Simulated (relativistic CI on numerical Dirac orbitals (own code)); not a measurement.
Radial parameters of Ta⁶⁵⁺

These numbers are calculated, not measured: Dirac-Coulomb-Breit CI, separate exchange-only KLI orbitals for each configuration, model QED (radiative potential, 1s self-energy scaled to tabulated hydrogen-like ionisation energies), unscaled Slater integrals (own radial code, finite nucleus).

Slater integrals F^k, G^k are unscaled and averaged over j, outside the closed core 1s2; ζ comes from projecting the Hamiltonian with its Breit term on Σ l·s of the shell.

- 2s2 2p4: F^2(2p,2p) = 1.3831e+06, ζ(2p) = 7.1118e+06 cm⁻¹; <r>(2p) = 0.06782, <r^2>(2p) = 0.005614 (bohr units).
- 2s 2p5: G^1(2s,2p) = 1.497e+06, ζ(2p) = 7.0954e+06 cm⁻¹; <r>(2s) = 0.07636, <r^2>(2s) = 0.006932, <r>(2p) = 0.06789, <r^2>(2p) = 0.005626 (bohr units).
- 2p5 3s: ζ(2p) = 7.1624e+06, G^1(2p,3s) = 150480 cm⁻¹; <r>(2p) = 0.06766, <r^2>(2p) = 0.005589, <r>(3s) = 0.1809, <r^2>(3s) = 0.03743 (bohr units).

Averages of the first 10 configurations, taken without configuration mixing, which lowers the lowest level and can move excited configurations by several eV; other configurations of the list can lie among them:

| Configuration | Parity | States | Average energy above the lowest level (eV) |
| --- | --- | --- | --- |
| 2s2 2p4 | even | 15 | 890.9 |
| 2s 2p5 | odd | 12 | 2188.3 |
| 2p6 | even | 1 | 3546.8 |
| 2p5 3s | odd | 12 | 12324.7 |
| 2p5 3p | even | 36 | 12688.5 |
| 2s2 2p3 3s | odd | 40 | 9739.9 |
| 2p5 3d | odd | 60 | 12993.7 |
| 2s2 2p3 3p | even | 120 | 10115.2 |
| 2s2 2p3 3d | odd | 200 | 10420.6 |
| 2s 2p4 3s | even | 60 | 11001.5 |
